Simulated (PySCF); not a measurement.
Two-photon absorption: SMILES [SiH3]C=C=C(C#N)[SiH3], C4H7NSi2

Geometry (Å), atoms numbered from 1 in this order:
```xyz
14

N     1.167    3.161    1.109
C     0.990    2.076    0.736
C     0.845    0.722    0.310
Si    2.239   -0.510    0.677
C    -0.241    0.316   -0.325
C    -1.313   -0.133   -0.912
Si   -2.764   -0.818    0.072
H     2.411   -0.635    2.153
H     3.507   -0.018    0.067
H     1.838   -1.816    0.082
H    -1.366   -0.099   -2.009
H    -3.005   -2.236   -0.329
H    -2.431   -0.742    1.522
H    -3.989   -0.020   -0.227
```

Theory: PySCF, TDDFT CAM-B3LYP/aug-cc-pVDZ excited states, vertical, gas phase. Geometry: PBE0-D3(BJ)/def2-SVP.

Question: Give the one- and two-photon strengths of the lowest singlets.

Answer: δ for parallel linear polarisation; σ at the peak of a Lorentzian of half width 0.1 eV, single beam; Ω is circular over linear.
| state | E (eV) | f | photon λ (nm) | δ (au) | σ (GM) | Ω | main |
| --- | --- | --- | --- | --- | --- | --- | --- |
| S1 | 5.32 | 0.002 | 466 | 0.14 | 0.00 | 1.29 | HOMO−1→LUMO 0.82 |
| S2 | 5.57 | 0.001 | 445 | 0.18 | 0.00 | 1.44 | HOMO→LUMO+1 0.76, HOMO−1→LUMO 0.08 |
| S3 | 5.98 | 0.405 | 415 | 18.8 | 0.25 | 0.70 | HOMO→LUMO 0.86 |
| S4 | 6.49 | 0.000 | 382 | 1.15 | 0.02 | 0.61 | HOMO−2→LUMO 0.70 |
| S5 | 6.67 | 0.004 | 372 | 8.66 | 0.14 | 0.99 | HOMO→LUMO+2 0.41, HOMO→LUMO+5 0.21 |
| S6 | 6.89 | 0.644 | 360 | 21.8 | 0.38 | 0.97 | HOMO−1→LUMO+1 0.72, HOMO−1→LUMO+2 0.09 |

Among these, the strongest one-photon state is S6, the strongest two-photon state S6, with a dipole change of 0.9 D (relaxed, norm of the difference vector).
